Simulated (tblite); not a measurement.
Compound: C₆H₁₄Ge.
Numbering: `[CH3:1][CH2:2][C@@H:3]1[CH2:4][CH2:5][Ge@H:6]1[CH3:7]` (hydrogens: H8, H9, H10 on C1; H11, H12 on C2; H13 on C3; H14, H15 on C4; H16, H17 on C5; H18 on Ge6; H19, H20, H21 on C7)

Structure used (GFN2-xTB), in Å, numbered top down from 1:
```
atom  x, y, z in Å
C1    -2.876    0.507    0.078
C2    -1.590    0.172    0.827
C3    -0.367    0.240   -0.071
C4    -0.301   -0.811   -1.197
C5     1.211   -1.079   -1.294
Ge6    1.450   -0.360    0.555
C7     2.915    0.931    0.942
H8    -2.814    1.504   -0.355
H9    -3.045   -0.205   -0.726
H10   -3.731    0.476    0.750
H11   -1.462    0.873    1.657
H12   -1.668   -0.832    1.252
H13   -0.293    1.242   -0.503
H14   -0.816   -1.717   -0.876
H15   -0.748   -0.483   -2.137
H16    1.677   -0.429   -2.034
H17    1.466   -2.106   -1.545
H18    1.408   -1.429    1.641
H19    3.870    0.416    0.977
H20    2.954    1.685    0.162
H21    2.752    1.423    1.895
```

Computed values, GFN2-xTB/tblite, gas phase, harmonic and unscaled. The method is semi-empirical: single wavenumbers can be off by several per cent or more. Modes of hydrogen on germanium can be 10 to 20 % off. One conformer, not necessarily the lowest.

Harmonic wavenumbers (cm⁻¹): 74.4, 87.3, 102.8, 118.9, 132.9, 187.8, 222.4, 282.9, 381.7, 406.2, 524.3, 553.2, 588.6, 606.3, 652.5, 735.6, 760.7, 804.4, 809.9, 894.8, 931.1, 983.6, 1018.6, 1023.8, 1061.6, 1116.8, 1142.0, 1150.9, 1199.8, 1222.6, 1248.7, 1281.2, 1300.8, 1307.0, 1347.5, 1412.1, 1450.9, 1454.6, 1458.9, 1490.0, 1497.7, 1506.0, 1508.1, 1840.7, 2917.2, 2946.5, 2960.4, 2962.2, 2977.8, 2979.6, 3000.7, 3025.1, 3025.7, 3029.0, 3030.2, 3032.1, 3041.6.

A = 3311, B = 1084, C = 910.2 MHz; mass 160.031 u (most abundant isotopes); point group C1, symmetry number 1.

Problem. Zero-point energy?

Solution. ½Σν̃ = 39405 cm⁻¹ = 471.39 kJ/mol.

Problem. What is S at 273.15 K and 1 bar for an ideal gas of classical rigid rotors and harmonic oscillators?

Solution. Translation 170.33, rotation 120.15, vibration 111.60: S = 402.1 J/(mol K).

Problem. And Cp and H(273.15 K) − H(0)?

Solution. Cp = 152.12 J/(mol K), of which vibrations give 118.87 (their classical limit is 57 R = 473.9); H(273.15 K) − H(0) = 25.55 kJ/mol without the zero-point energy, 16.47 from vibrations.

Problem. Blend soft modes into free rotors: weight 1/[1 + (100 cm⁻¹/ν̃)⁴] for the oscillator and the rest for a rotor with moment μB/(μ + B), μ = h/(8π²ν), B = 10⁻⁴⁴ kg m². What vibrational entropy results?

Solution. 105.72 J/(mol K) in place of 111.60, which changes −T·S at 273.15 K by +1.61 kJ/mol.

Problem. What must be added to the electronic energy to get the Gibbs energy at 273.15 K and 1 bar?

Solution. ZPE + [H(273.15 K) − H(0)] − T·S = 471.39 + 25.55 − 109.83 = 387.11 kJ/mol.

Problem. Which modes carry the vibrational entropy at 273.15 K?

Solution. 74.4 cm⁻¹: 16.16; 87.3 cm⁻¹: 14.85; 102.8 cm⁻¹: 13.52; 118.9 cm⁻¹: 12.34; 132.9 cm⁻¹: 11.45; 187.8 cm⁻¹: 8.74 J/(mol K); the other 51 give 34.56 together.

Hindered rotation and anharmonicity are outside this model. Other conformers, if any are populated, would add a mixing term that is left out. The structure is chiral; the term R ln 2 for an equal mix with its mirror image is left out.
